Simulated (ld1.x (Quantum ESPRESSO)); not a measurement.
**lanthanum ultrasoft: all-electron and pseudo phase curves**

ld1.x (Quantum ESPRESSO) 7.5 input, shortened:

```
&input
   title='La', zed=57., rel=1, dft='PBE', iswitch=3,
   config='[Xe] 4f0 5d1 6s2 6p0'
 /
 &inputp
   pseudotype=3, tm=.true., lloc=-2, rcloc=1.70,
   nlcc=.false.,
   which_augfun='PSQ', rmatch_augfun_nc=.true.
 /
8
5S  1  0   2.00   0.00  2.45  3.76  0.0
6S  2  0   2.00   0.00  2.45  3.76  0.0
5P  2  1   6.00   0.00  2.45  2.60  0.0
6P  3  1   0.00   0.00  2.45  2.60  0.0
5D  3  2   1.00   0.00  3.05  3.25  0.0
5D  3  2   0.00   0.25  3.05  3.25  0.0
4F  4  3   0.00   0.00  1.00  1.25  0.0
4F  4  3   0.00   3.60  1.00  1.25  0.0
 &test
   configts(1)='4f0 5s2 5p6 5d1 6s2 6p0'
 /
```

The phase is arctan(r·u′/u) with u = r·R(r), unwrapped; energies in Ry, scanned from -5 to 5 Ry. A pole is an energy at which the radial function vanishes at the test radius. The pseudo phase is shifted by a multiple of π to meet the all-electron one at the reference energy, and phase errors are pseudo minus all-electron; the curves can meet again beyond the range given. Levels narrower than the energy grid can be missing from the lists of poles. Where the grid stepped over a known ghost or core level, its pole and its step of π were put in at the level’s energy.

| channel | radius (bohr) | reference energy (Ry) | poles, all-electron | poles, pseudo | unbroken range about the reference energy with phases within 0.05 rad | phase error 1 Ry above the reference energy (rad) |
| --- | --- | --- | --- | --- | --- | --- |
| s | 4.11 | -0.27 | -2.85, 0.64, 4.46 | -2.85, 0.63, 3.20 | below 1.5 | -0.003 |
| p | 4.11 | -0.10 | -1.62, 1.32 | -1.62, 1.33 | below 2.8 | +0.000 |
| d | 4.11 | -0.23 | -0.00, 2.63 | -2.91, -0.00, 2.64 | -2.9 to 4.1 | -0.000 |
| f | 4.11 | -0.32 | -0.30, 1.69, 4.61 | -0.30, 1.69, 4.61 | the whole range | +0.001 |

Note: ghost state, extra bound levels that the all-electron valence spectrum of the same l lacks: d at -39.6 eV (s not tested). A true bound ghost makes a file unfit for plane-wave use. Its overlap operator is not positive definite in a basis up to 400 Ry (lowest eigenvalue s -0.0026), so the file is unfit for use: the generalised eigenproblem breaks down once the basis is large enough, and its test numbers describe a broken file.

Phases in the p channel:

| E (Ry) | all-electron | pseudo |
| --- | --- | --- |
| -5.00 | 1.457 | 1.457 |
| -4.48 | 1.450 | 1.450 |
| -3.96 | 1.441 | 1.441 |
| -3.44 | 1.430 | 1.430 |
| -2.92 | 1.416 | 1.416 |
| -2.40 | 1.394 | 1.394 |
| -1.88 | 1.341 | 1.341 |
| -1.36 | -1.773 | -1.773 |
| -0.84 | -1.867 | -1.867 |
| -0.32 | -2.099 | -2.099 |
| 0.20 | -3.670 | -3.670 |
| 0.72 | -4.534 | -4.534 |
| 1.24 | -4.696 | -4.696 |
| 1.76 | -4.787 | -4.785 |
| 2.28 | -4.892 | -4.886 |
| 2.80 | -5.192 | -5.151 |
| 3.32 | -7.167 | -7.008 |
| 3.84 | -7.660 | -7.632 |
| 4.36 | -7.768 | -7.753 |
| 4.88 | -7.821 | -7.809 |
